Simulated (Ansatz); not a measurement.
Ideal-gas functions of C₂H₄N₂Te, SMILES `C=NC(=N)[TeH]` at 298.15 K and 1 bar, from an Ansatz frequency run at PBE0-D4/def2-TZVP.

Molar mass 183.67 g/mol, point group C1 (symmetry number 1), electronic degeneracy 1, moments of inertia 83.082, 319.54, 387.263 u Å². Harmonic wavenumbers (cm⁻¹, unscaled): 56, 163, 228, 272, 304, 514, 605, 662, 804, 870, 987, 1084, 1213, 1240, 1497, 1688, 1747, 2163, 3055, 3174, 3465.

Use S(trans) = R[1.5 ln M + 2.5 ln T − 1.1517]; rotational temperatures θ = 24.2544 K / I; S(rot) = R[ln(√π/σ · √(T³/θAθBθC)) + 1.5]; for each mode x = 1.438777 ν̃/T, S = R[x/(eˣ − 1) − ln(1 − e⁻ˣ)] and H = RT x/(eˣ − 1); 1 cm⁻¹ = 0.0119627 kJ/mol; R = 8.31446 J/(mol·K).

Q: By hand: the entropy, in J/(mol·K).

A: Translation 173.9. Rotation: θ = 0.2919, 0.0759, 0.0626 K, giving 115.6. Vibration, mode by mode: 19.22, 10.52, 7.93, 6.63, 5.84, 2.61, 1.85, 1.48, 0.85, 0.66, 0.41, 0.28, 0.16, 0.15, 0.05, 0.02, 0.02, 0.00, 0.00, 0.00, 0.00, in all 58.7. Electronic 0.0. Sum 348.2 J/(mol·K).

Q: By hand: H − E and G − E in kJ/mol, counted from the electronic energy.

A: Zero-point energy ½ × 25791 × 0.0119627 = 154.3; thermal vibration 9.4; translation, rotation and pV give 4 RT = 9.9. H − E = 173.6 kJ/mol, and G − E = 173.6 − 298.15 × 348.2/1000 = 69.8 kJ/mol.

Vibration gives 17 % of the entropy, 19.2 J/(mol·K) of it from the mode under 150 cm⁻¹: soft modes count most, and the harmonic formula is weakest for them. The sum counts one conformer and one mirror image; others add a mixing term.
